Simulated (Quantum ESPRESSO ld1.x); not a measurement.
Results of a calculation; reference values are marked as such.
Li, configuration [He] 4s1 (not the ground configuration). Level of theory: non-relativistic Kohn-Sham, LDA (Slater exchange, VWN5 correlation), spin-polarised, spherical densities, point nucleus; open shells are filled with parallel spins first (ld1.x of Quantum ESPRESSO 7.5).

Unscreened Slater integrals over Kohn-Sham orbitals (eV). They are taken over the spin-up orbitals.

integral      value
F0(4s,4s)    1.3431
F0(4s,1s)    2.0580
G0(4s,1s)  0.048621
F0(1s,1s)    44.099
